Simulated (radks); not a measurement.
Values are calculated unless marked as measured or tabulated.
Question: These are the eigenvalues of the occupied orbitals of an atom or ion with whole-number occupations (hartree). Level of theory: Dirac Kohn-Sham, BLYP, spin-unpolarised, spherical densities, finite nucleus; Fermi nuclear charge, rms radius of each element as measured or else 0.836 A^(1/3) + 0.57 fm (a radial shooting solver on a logarithmic mesh with Libxc functionals).

1s1/2: -522.3677
2s1/2: -70.59176
2p1/2: -64.01149
2p3/2: -62.03109
3s1/2: -11.75345
3p1/2: -9.42871
3p3/2: -9.13648
3d3/2: -5.07951
3d5/2: -5.03118
4s1/2: -2.67117
4p1/2: -2.09132

Which element is it, and in what charge state? The configuration may be excited. Open shells, if any, fill j = l - 1/2 first.

Answer: Z = 36, krypton, charge +4: Kr4+ in [Ar] 3d10 4s2 4p2. The list shows which subshells hold electrons but not how many an open one holds; the 1s level, -522.37 hartree, gives Z - s = 32.3 by -(Z - s)^2/2, which with screening and relativity narrows Z to a few neighbours, and the depths of the outer levels then fix element, charge and occupations together.
